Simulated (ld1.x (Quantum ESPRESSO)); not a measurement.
# Which change was made? (C, TM)

* Element: C
* Generator: ld1.x (Quantum ESPRESSO) 7.5
* Type: norm-conserving Troullier–Martins (Kleinman–Bylander form)
* Functional: PBEsol
* Relativity: non-relativistic
* Frozen core: [He]
* Valence charge: 4
* Reference configuration: 2s2 2p2
* Partial waves: 2s (bound): rc 1.00 bohr; 2p (bound): rc 2.15 bohr
* Local potential: all-electron potential smoothed inside 1.40 bohr (lloc = -1)
* Core correction: Bessel-smoothed model core, default radius (core density twice the valence density)

Cutoffs, loose and tight: the cutoffs (Ry, on a coarse ladder) from which the occupation-weighted sum of valence levels, in a spherical-Bessel basis at the reference potential, stays within 10 and 1 mRy of its value at 400 Ry. They do not see the model core or the augmentation charge, which bear on the density cutoff. Test errors are all-electron minus pseudo excitation energies from the reference, over the configurations 2s2 2p1; 2s2 2p0; 2s1 2p0; 2s1 2p2; 2s2 2p2.3; 2s1 2p3; 2s2 2p1.5; variants that change the core or the reference have their own tests.

The base gives: outcome: generated; cutoff, loose: 35 Ry; cutoff, tight: 90 Ry; bound ghosts: none; largest test error (meV): +672.

Q: After one change the result is: outcome: generated; cutoff, loose: 30 Ry; cutoff, tight: 70 Ry; bound ghosts: none; largest test error (meV): +1905. Which change was it?
A. all radii but the core radius scaled by about 0.76 (s 0.76, p 1.64 bohr); local potential all-electron potential smoothed inside 1.06 bohr (lloc = -1)
B. all radii but the core radius scaled by about 1.14 (s 1.14, p 2.46 bohr); local potential all-electron potential smoothed inside 1.60 bohr (lloc = -1)
C. all radii but the core radius scaled by about 1.38 (s 1.38, p 2.98 bohr); local potential all-electron potential smoothed inside 1.94 bohr (lloc = -1)
D. all radii but the core radius scaled by about 0.88 (s 0.88, p 1.88 bohr); local potential all-electron potential smoothed inside 1.22 bohr (lloc = -1)

A: C. The others give: all radii but the core radius scaled by about 0.88 (s 0.88, p 1.88 bohr); local potential all-electron potential smoothed inside 1.22 bohr (lloc = -1) → outcome: generated; cutoff, loose: 40 Ry; cutoff, tight: 110 Ry; bound ghosts: none; largest test error (meV): +445 | all radii but the core radius scaled by about 0.76 (s 0.76, p 1.64 bohr); local potential all-electron potential smoothed inside 1.06 bohr (lloc = -1) → outcome: generated; cutoff, loose: 120 Ry; cutoff, tight: 260 Ry; bound ghosts: none; largest test error (meV): +276 | all radii but the core radius scaled by about 1.14 (s 1.14, p 2.46 bohr); local potential all-electron potential smoothed inside 1.60 bohr (lloc = -1) → outcome: generated; cutoff, loose: 35 Ry; cutoff, tight: 90 Ry; bound ghosts: none; largest test error (meV): +1106.
